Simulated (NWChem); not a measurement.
# C3H5Br; SMILES C=C(C)Br

```xyz
9

C      1.3099    -1.5286     0.0000
C      0.1130    -0.9438     0.0000
C     -1.2111    -1.6282     0.0000
Br     0.0004     0.9567     0.0000
H      2.2390    -0.9569     0.0000
H      1.3736    -2.6205     0.0000
H     -1.8000    -1.3434     0.8859
H     -1.0766    -2.7196     0.0000
H     -1.8000    -1.3434    -0.8859
```
Atoms are numbered in this order, from 1.

All runs: NWChem. Pople sets run with spherical d functions. The geometry was optimised at PBE0/def2-SVP. Vzz is the largest principal value of the second derivative of the potential at the nucleus (NWChem prints the opposite sign); η is the asymmetry. Non-relativistic.

```csv
level,Vzz Br4 (a.u.),η Br4,relative time
Hartree-Fock/def2-SVP,6.699,0.06,1
Hartree-Fock/6-31G*,6.367,0.05,1
PBE0/cc-pVTZ,6.668,0.09,7
PBE0/def2-TZVP,6.887,0.08,3
```

Relative times are rough (shared machine, one core).
